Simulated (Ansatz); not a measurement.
Frontier orbitals of CH$_{8}$GeSSi, SMILES `CS[SiH2][GeH3]`.

Z-matrix (Å, degrees):
```
C
S 1 1.816
H 1 1.090 2 111.4
H 1 1.090 2 106.6 3 -118.6
H 1 1.090 2 111.0 3 122.9
Si 2 2.130 1 99.8 3 -62.5
Ge 6 2.383 2 112.1 1 64.4
H 6 1.491 2 110.4 1 -57.9
H 6 1.486 2 105.4 1 -175.8
H 7 1.537 6 110.3 2 63.6
H 7 1.539 6 111.0 2 -175.7
H 7 1.540 6 110.8 2 -56.1
```

Total charge 0; spin multiplicity 1. Correlated methods include outer-core shells of Ge, which these sets cover unevenly. Scalar relativity is left out up to krypton. The geometry is a stationary point of PBE0-D4/def2-TZVP. It is one conformer, not always the lowest. Basis def2-TZVPP, Ansatz 0.2.0.

Orbital energies of one run (eV). Highest occupied ones, from the top: -6.06, -7.59, -8.16, -8.54, -8.84, -9.09, -9.98, -11.19, -11.28, -12.87, -14.64, -17.03, -20.74, -30.93. Empty: -0.88, -0.45, -0.24, 0.15, 0.24, 0.84.

(1) Which functional gave them?
A. PBE0
B. r2SCAN0
C. revPBE
D. B97M-V

Results:

(1) D. HOMO energies: B97M-V -6.06, PBE0 -6.82, revPBE -5.64, r2SCAN0 -6.98 eV.
